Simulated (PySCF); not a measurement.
Series CXY, Y = silyl, computed as singlets and as triplets. Gas-phase values, no solvent. One relaxed conformer stands for each flexible species; it need not be the lowest. Strings in code marks are SMILES.

All values below come from PySCF with PBE-D3(BJ)/def2-TZVP // PBE0-D3(BJ)/def2-TZVP. 

| species | highest occupied spin orbital (eV) | dipole moment (D) |
|---|---|---|
| X = cyano, multiplicity 3 (`C([C][SiH3])#N` (lower triplet)) | -6.46 | 3.41 |
| X = ethynyl, multiplicity 3 (`[C](C#C)[SiH3]` (lower triplet)) | -5.37 | 0.59 |
| X = mercapto, multiplicity 1 (`[SiH3][C]S` (lower singlet; Si–C–S–H torsion 180°)) | – | – |
| X = mercapto, multiplicity 3 (`[SiH3][C]S` (excited triplet; Si–C–S–H torsion 103°)) | -4.64 | – |
